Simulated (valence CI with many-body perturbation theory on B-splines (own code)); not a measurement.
Level structure of As19+

Level of theory: valence CI with perturbative core correlation (CI+MBPT): four valence electrons over a frozen Dirac-Fock core [Ne], a basis of 11 s, 11 p, 10 d, 8 f, 5 g, 2 h functions for each j, with the one-electron correlation potential Σ1, the two-electron term Σ2, the three-electron term Σ3, Breit, model QED; selected CI, second order for the rest, scaled by the run's own slope (own B-spline code, finite nucleus).

No measured spectrum was set against this ion. As an estimate, levels of excited configurations hold to 0.05 to 0.15 % of their energy, terms of the ground configuration to about 0.5 %. Among the levels kept, up to 840 cm⁻¹ of a level comes from second order outside the variational space, and about a tenth of that is noise between levels of different J, which matters for small intervals.

Levels 1 to 45 of 173, with energies above the lowest level, 3s2.3p2 3P_0. "Leading %" is the weight of the configuration and term that name the level; weights of strongly mixed levels are sums over their largest components and can fall short. Lifetimes count E1, E2, E3, M1 and M2 decay at the calculated energies, and are blank where another channel may lead or the interval is too uncertain; long ones can be off by a factor of two.

```
No.  Configuration  Term  J  E (eV)  Leading %  Lifetime    Second component
  1        3s2.3p2    3P  0    0.00         87               11 % 3s2.3p2 1S
  2        3s2.3p2    3P  1    5.08         97    904 μs                    
  3        3s2.3p2    3P  2    7.70         67   11.3 ms     31 % 3s2.3p2 1D
  4        3s2.3p2    1D  2   15.45         66    215 μs     31 % 3s2.3p2 3P
  5        3s2.3p2    1S  0   23.15         86   54.6 μs     11 % 3s2.3p2 3P
  6         3s.3p3   5S°  2   46.68         93   5.14 ns      6 % 3s.3p3 3P°
  7         3s.3p3   3D°  1   58.85         74    194 ps     11 % 3s.3p3 3P°
  8         3s.3p3   3D°  2   59.21         72    279 ps     13 % 3s.3p3 3P°
  9         3s.3p3   3D°  3   61.21         88    356 ps  10 % 3s2.3p.3d 3D°
 10         3s.3p3   3P°  0   68.02         90    107 ps   9 % 3s2.3p.3d 3P°
 11         3s.3p3   3P°  1   68.65         76   96.1 ps     10 % 3s.3p3 3D°
 12         3s.3p3   3P°  2   68.85         45    118 ps     18 % 3s.3p3 1D°
 13         3s.3p3   1D°  2   74.97         33    126 ps  32 % 3s2.3p.3d 1D°
 14         3s.3p3   3S°  1   81.47         62   10.3 ps     30 % 3s.3p3 1P°
 15      3s2.3p.3d   3F°  2   82.46         90    204 ps      6 % 3s.3p3 1D°
 16      3s2.3p.3d   3F°  3   85.10         94    343 ps                    
 17         3s.3p3   1P°  1   89.52         52   12.4 ps     30 % 3s.3p3 3S°
 18      3s2.3p.3d   3F°  4   89.87         98                              
 19      3s2.3p.3d   3P°  2   92.30         48   12.4 ps  17 % 3s2.3p.3d 3D°
 20      3s2.3p.3d   3D°  1   93.79         54   9.47 ps  26 % 3s2.3p.3d 3P°
 21      3s2.3p.3d   1D°  2   97.63         33   9.25 ps  32 % 3s2.3p.3d 3D°
 22      3s2.3p.3d   3P°  0   98.33         88   12.7 ps      9 % 3s.3p3 3P°
 23      3s2.3p.3d   3D°  3   99.08         81   9.78 ps      9 % 3s.3p3 3D°
 24      3s2.3p.3d   3P°  1   99.20         57   11.1 ps  27 % 3s2.3p.3d 3D°
 25      3s2.3p.3d   3P°  2  100.18         37   11.2 ps  36 % 3s2.3p.3d 3D°
 26      3s2.3p.3d   1F°  3  107.43         91   9.40 ps   5 % 3s2.3p.3d 3D°
 27      3s2.3p.3d   1P°  1  110.45         80   11.3 ps     10 % 3s.3p3 1P°
 28            3p4    3P  2  118.30         48   65.2 ps   28 % 3s.3p2.3d 3P
 29      3s.3p2.3d    5F  1  122.35         86   1.04 ns    5 % 3s.3p2.3d 5D
 30      3s.3p2.3d    5F  2  123.41         86    919 ps    9 % 3s.3p2.3d 5D
 31            3p4    3P  0  123.95         48   55.1 ps   30 % 3s.3p2.3d 3P
 32            3p4    3P  1  124.13         50   68.6 ps   39 % 3s.3p2.3d 3P
 33      3s.3p2.3d    5F  3  125.02         82   1.08 ns   14 % 3s.3p2.3d 5D
 34            3p4    1D  2  126.24         50   89.8 ps   23 % 3s.3p2.3d 1D
 35      3s.3p2.3d    5F  4  127.49         88   12.5 ns   11 % 3s.3p2.3d 5D
 36      3s.3p2.3d    5D  0  128.70         93    296 ps                    
 37      3s.3p2.3d    5D  1  129.00         88    235 ps          5 % 3p4 3P
 38      3s.3p2.3d    5D  2  129.17         74    201 ps    9 % 3s.3p2.3d 5F
 39      3s.3p2.3d    5D  3  129.50         61    200 ps   14 % 3s.3p2.3d 5F
 40      3s.3p2.3d    5F  5  130.28         96   6.15 ns    4 % 3s.3p2.3d 3G
 41      3s.3p2.3d    5D  4  130.89         66   2.94 ns   24 % 3s.3p2.3d 3F
 42      3s.3p2.3d    3F  2  132.54         85    341 ps    6 % 3s.3p2.3d 5D
 43      3s.3p2.3d    3F  3  134.66         74    124 ps    9 % 3s.3p2.3d 5D
 44      3s.3p2.3d    5P  3  137.13         78   13.4 ps   13 % 3s.3p2.3d 5D
 45      3s.3p2.3d    3F  4  138.17         66   1.10 ns   22 % 3s.3p2.3d 5D
```

Names give the largest LS component (configuration and term), which can be under half, so a name can repeat, a term be missing and a line seem to break the LS rules; names also repeat where a configuration has a term twice.

The ionisation energy to 3s2.3p 2P°_1/2 of the next ion comes out as 773.1 eV (NIST: 774 ± 1.8 eV (semi-empirical)). All 173 levels together are meant to be complete up to 231.07 eV.
